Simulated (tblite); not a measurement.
Isomers of C6H12O2S. Computed values, GFN2-xTB/tblite, gas phase, harmonic and unscaled. Errors from tens to a few hundred cm⁻¹ against measured bands are possible. One conformer each.

Electronic energies: GFN2-xTB at the same geometries; isomer energies are rough at this level and their order can be wrong.

```json
{"SMILES": "CC1(C)CCCS1(=O)=O", "electronic energy, lowest = 0 (kJ/mol)": "0.0"}
{"SMILES": "C=CCCS(=O)(=O)CC", "electronic energy, lowest = 0 (kJ/mol)": "157.3"}
{"SMILES": "C[C@@H]1CCS(=O)(=O)[C@@H]1C", "electronic energy, lowest = 0 (kJ/mol)": "7.6"}
```

How do GFN2-xTB zero-point energies change the relative energies?

```json
{"SMILES": "CC1(C)CCCS1(=O)=O", "ZPE (kJ/mol)": "458.7", "of it from modes above 1550 cm⁻¹": "216.9", "electronic (kJ/mol)": "0.0", "with ZPE, lowest = 0 (kJ/mol)": "0.0", "lowest mode (cm⁻¹)": "37", "rings": "1"}
{"SMILES": "C[C@@H]1CCS(=O)(=O)[C@@H]1C", "ZPE (kJ/mol)": "461.1", "of it from modes above 1550 cm⁻¹": "216.8", "electronic (kJ/mol)": "7.6", "with ZPE, lowest = 0 (kJ/mol)": "10.0", "lowest mode (cm⁻¹)": "82", "rings": "1"}
{"SMILES": "C=CCCS(=O)(=O)CC", "ZPE (kJ/mol)": "448.5", "of it from modes above 1550 cm⁻¹": "228.2", "electronic (kJ/mol)": "157.3", "with ZPE, lowest = 0 (kJ/mol)": "147.0", "lowest mode (cm⁻¹)": "26", "rings": "0"}
```

The zero-point energies span 12.6 kJ/mol, from `C=CCCS(=O)(=O)CC` to `C[C@@H]1CCS(=O)(=O)[C@@H]1C`. The order is unchanged.

What do entropy and thermal enthalpy add at 298.15 K and 1 bar (rigid rotor, harmonic oscillator, one conformer each)?

```csv
SMILES,point group,symmetry number,S (J/(mol K)),H − H(0) (kJ/mol),ZPE + H − H(0) − TS (kJ/mol)
CC1(C)CCCS1(=O)=O,C1,1,406.8,28.98,366.4
C[C@@H]1CCS(=O)(=O)[C@@H]1C,C1,1,394.0,27.85,371.4
C=CCCS(=O)(=O)CC,C1,1,450.4,32.74,346.9
```
